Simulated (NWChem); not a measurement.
System: InCl2F; SMILES [F][In]([Cl])[Cl]

Here is an NWChem input.

```
start job
memory heap 200 mb stack 900 mb global 1100 mb
geometry units angstroms noautoz
  In     0.000000     0.000000    -0.242159
  F      0.000000     0.000000    -2.205187
  Cl     2.055875     0.000000     0.868261
  Cl    -2.055875     0.000000     0.868261
end
basis spherical
  * library def2-svp
end
ecp
  In library def2-ecp
end
dft
  xc m06-2x
  iterations 150
  vectors input atomic output neutral.movecs
end
task dft energy
charge 1
dft
  odft
  mult 2
  vectors input atomic output cation.movecs
end
task dft energy
```

Parts of the log:

```
             Northwest Computational Chemistry Package (NWChem) 7.3.0
             --------------------------------------------------------

 C2V symmetry detected

                             Geometry "geometry" -> ""
                             -------------------------

 Output coordinates in angstroms (scale by  1.889725989 to convert to a.u.)

  No.       Tag          Charge          X              Y              Z
 ---- ---------------- ---------- -------------- -------------- --------------
    1 In                  49.0000     0.00000000     0.00000000    -0.21833726
    2 F                    9.0000     0.00000000     0.00000000    -2.18136526
    3 Cl                  17.0000     2.05587500     0.00000000     0.89208274
    4 Cl                  17.0000    -2.05587500     0.00000000     0.89208274

 Effective nuclear repulsion energy (a.u.)     577.1731154371

      Symmetry information
      --------------------

 Group name             C2v
 Group number             16
 Group order               4
 No. of unique centers     3

                                 NWChem DFT Module
                                 -----------------

 Summary of "ao basis" -> "ao basis" (spherical)
 ------------------------------------------------------------------------------
       Tag                 Description            Shells   Functions and Types
 ---------------- ------------------------------  ------  ---------------------
 In                         def2-svp                10       26   4s4p2d
 F                          def2-svp                 6       14   3s2p1d
 Cl                         def2-svp                 8       18   4s3p1d

      Symmetry analysis of basis
      --------------------------

        a1         32
        a2          8
        b1         22
        b2         14

            General Information
            -------------------
          SCF calculation type: DFT
          Wavefunction type:  closed shell.
          No. of atoms     :     4
          No. of electrons :    64
           Alpha electrons :    32
            Beta electrons :    32
          Charge           :     0
          Spin multiplicity:     1
          Use of symmetry is: on ; symmetry adaption is: on
          Maximum number of iterations: 150
          AO basis - number of functions:    76
                     number of shells:    32
          Convergence on energy requested:  1.00D-06
          Convergence on density requested:  1.00D-05
          Convergence on gradient requested:  5.00D-04

              XC Information
              --------------
                       M06-2X Method XC Functional
                     Hartree-Fock (Exact) Exchange  0.540
                        M06-2X Exchange Functional  1.000
                      M06-2X Correlation Potential  1.000

             Grid Information
             ----------------
          Grid used for XC integration:  medium
          Radial quadrature: Mura-Knowles
          Angular quadrature: Lebedev.
          Tag              B.-S. Rad. Rad. Pts. Rad. Cut. Ang. Pts.
          ---              ---------- --------- --------- ---------
          In                  1.55      123           8.0       590
          F                   0.50       49          10.0       434
          Cl                  1.00       88          10.0       590
          Grid pruning is: on
          Number of quadrature shells:   260
          Spatial weights used:  Erf1

      Superposition of Atomic Density Guess
      -------------------------------------

 Sum of atomic energies:       -1235.98985166

      Non-variational initial energy
      ------------------------------

 Total energy =   -1207.231167
 1-e energy   =   -2329.953980
 2-e energy   =     829.085187
 HOMO         =      -0.438314
 LUMO         =      -0.112962

      Symmetry analysis of molecular orbitals - initial
      -------------------------------------------------

  Numbering of irreducible representations:

     1 a1          2 a2          3 b1          4 b2

  Orbital symmetries:

     1 a1          2 b1          3 a1          4 a1          5 b1
     6 a1          7 b1          8 a1          9 b2         10 b1
    11 a2         12 a1         13 b1         14 a1         15 b2
    16 a1         17 a1         18 b1         19 a1         20 b2
    21 a2         22 b1         23 a1         24 a1         25 b1
    26 b2         27 a1         28 b1         29 b2         30 a1
    31 a2         32 b1         33 a1         34 b2         35 a1
    36 b1         37 a1         38 b2         39 b1         40 a1
    41 a2         42 b2

   convergence    iter        energy       DeltaE   RMS-Dens  Diis-err
 ---------------- ----- ----------------- --------- --------- ---------
 d= 0,ls=0.0,diis     1  -1209.9059815576 -1.50D+03  2.00D-02  7.18D-01
 d= 0,ls=0.0,diis     2  -1209.8511593942  5.48D-02  9.76D-03  1.58D+00
 d= 0,ls=0.0,diis     3  -1210.0023285391 -1.51D-01  1.80D-03  1.18D-02
 d= 0,ls=0.0,diis     4  -1210.0036351122 -1.31D-03  5.64D-04  2.94D-03
 d= 0,ls=0.0,diis     5  -1210.0036943209 -5.92D-05  1.62D-04  4.58D-05
  Resetting Diis
 d= 0,ls=0.0,diis     6  -1210.0037086246 -1.43D-05  6.02D-05  5.23D-06
 d= 0,ls=0.0,diis     7  -1210.0037100533 -1.43D-06  1.08D-05  3.61D-07
 d= 0,ls=0.0,diis     8  -1210.0037101037 -5.03D-08  3.98D-06  2.18D-07

         Total DFT energy =    -1210.003710103660
      One electron energy =    -2330.487499697161
           Coulomb energy =      910.572878620017
    Exchange-Corr. energy =      -83.726715774152
 Nuclear repulsion energy =      293.637626747635

 Numeric. integr. density =       64.000006462205

                  Occupations of the irreducible representations
                  ----------------------------------------------

                     irrep           alpha         beta
                     --------     --------     --------
                     a1               14.0         14.0
                     a2                3.0          3.0
                     b1               10.0         10.0
                     b2                5.0          5.0

                       DFT Final Molecular Orbital Analysis
                       ------------------------------------

 Vector   30  Occ=2.000000D+00  E=-4.024971D-01  Symmetry=a1
              MO Center= -2.8D-13, -4.9D-16,  7.3D-01, r^2= 5.3D+00
   Bfn.  Coefficient  Atom+Function         Bfn.  Coefficient  Atom+Function
  ----- ------------  ---------------      ----- ------------  ---------------
    53      0.408312  3 Cl pz                71      0.408312  4 Cl pz
    50      0.309767  3 Cl pz                68      0.309767  4 Cl pz
    47      0.177820  3 Cl pz                65      0.177820  4 Cl pz
    32     -0.142371  2 F  pz                51     -0.135697  3 Cl px
    69      0.135697  4 Cl px                19     -0.122878  1 In d  0

 Vector   31  Occ=2.000000D+00  E=-3.992586D-01  Symmetry=a2
              MO Center=  2.5D-14, -1.5D-16,  8.6D-01, r^2= 5.2D+00
   Bfn.  Coefficient  Atom+Function         Bfn.  Coefficient  Atom+Function
  ----- ------------  ---------------      ----- ------------  ---------------
    52      0.460512  3 Cl py                70     -0.460512  4 Cl py
    49      0.333130  3 Cl py                67     -0.333130  4 Cl py
    46      0.192620  3 Cl py                64     -0.192620  4 Cl py
    17     -0.096157  1 In d -2              22      0.059387  1 In d -2

 Vector   32  Occ=2.000000D+00  E=-3.962585D-01  Symmetry=b1
              MO Center=  2.9D-13,  9.6D-16,  8.5D-01, r^2= 5.3D+00
   Bfn.  Coefficient  Atom+Function         Bfn.  Coefficient  Atom+Function
  ----- ------------  ---------------      ----- ------------  ---------------
    53      0.348476  3 Cl pz                71     -0.348476  4 Cl pz
    51     -0.302942  3 Cl px                69     -0.302942  4 Cl px
    50      0.249411  3 Cl pz                68     -0.249411  4 Cl pz
    48     -0.225735  3 Cl px                66     -0.225735  4 Cl px
    47      0.143830  3 Cl pz                65     -0.143830  4 Cl pz

 Vector   33  Occ=0.000000D+00  E=-8.445943D-02  Symmetry=a1
              MO Center=  4.9D-15, -1.3D-15, -6.0D-02, r^2= 4.2D+00
   Bfn.  Coefficient  Atom+Function         Bfn.  Coefficient  Atom+Function
  ----- ------------  ---------------      ----- ------------  ---------------
     4      0.768980  1 In s                  3      0.516532  1 In s
     1     -0.368747  1 In s                 51      0.332622  3 Cl px
    69     -0.332622  4 Cl px                32      0.205710  2 F  pz
    44     -0.196497  3 Cl s                 62     -0.196497  4 Cl s
    48      0.180126  3 Cl px                53      0.180797  3 Cl pz

 Vector   34  Occ=0.000000D+00  E=-4.774374D-02  Symmetry=b2
              MO Center= -6.3D-15, -2.6D-15, -1.5D-01, r^2= 4.5D+00
   Bfn.  Coefficient  Atom+Function         Bfn.  Coefficient  Atom+Function
  ----- ------------  ---------------      ----- ------------  ---------------
    12      0.590378  1 In py                15      0.574075  1 In py
    52     -0.233773  3 Cl py                70     -0.233773  4 Cl py
     9     -0.154231  1 In py                 6     -0.145239  1 In py
    31      0.140066  2 F  py                34     -0.137185  2 F  py
    49     -0.122499  3 Cl py                67     -0.122499  4 Cl py

[...]
```

Level: M06-2X/def2-SVP with def2 effective core potentials on In, vertical spin-unrestricted ions. The geometry was optimised at PBE-D3(BJ)/def2-SVP. def2 effective core potentials on In; no spin-orbit coupling.
